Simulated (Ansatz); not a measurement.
The cluster Al2Sb2, relaxed as a singlet with RKS r2SCAN-D4/def2-SVP in Ansatz, starting from the GFN2-xTB geometry. Force threshold 0.02 eV/Å.

In the def2 sets Sb takes a core potential; there is no spin–orbit coupling. The restricted singlet is unstable towards broken spin symmetry in Hartree–Fock (as tested in another run); at r2SCAN-D4/def2-SVP this wasn't settled. An occupied level of the charge 0 singlet lies above an empty one (by up to 0.00 eV), so this SCF solution is probably not the lowest. Another isomer (singlet) lies 0.43 eV lower at PBE0-D4/def2-TZVP; other spin states weren't run for this one.

Start:

```xyz
4

Al    0.992   -0.447    0.650
Al   -0.989    0.445   -0.649
Sb    0.841   -0.901   -1.905
Sb   -0.844    0.903    1.903
```

Q: Estimate the energy that the relaxation releases and the steps that it takes.

A: 0.1 kcal/mol, in 3 steps; 5 s on 4 threads of Arm Neoverse V1 on a shared host. No frequencies were taken in this run, so the end may be a saddle point.

Q: Does the start keep its bonding and symmetry?

A: By distances, no bond broke or formed. The bond that changes most is Al1–Sb4, from 2.60 to 2.60 Å (atoms count from 1). Point group D2h at the start, D2h at the end, both within 0.05 Å.

Q: Predict the relaxed structure.

A: 
Cartesian coordinates in Å:
```
Al 1.009 -0.454 0.662
Al -1.009 0.454 -0.662
Sb 0.837 -0.896 -1.891
Sb -0.837 0.896 1.891
```
Bond lengths (bridged metal pairs left out): 4 × Al–Sb 2.60 Å.
